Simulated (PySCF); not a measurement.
A structure optimised at PBE-D3(BJ)/def2-SVP, used in a PySCF frequency run:

```xyz
4

Bi    -0.2665     0.6553     0.0000
F      1.5606     1.5971     0.0000
Br     0.1154    -0.9824    -2.0218
Br     0.1154    -0.9824     2.0218
```

Problem. Write its SMILES, formula and point group.

Solution. [F][Bi]([Br])[Br], BiBr₂F, Cs

Problem. What are its rotational constants (standard atomic weights)?

Solution. 1.4226, 0.70572, 0.53444 GHz
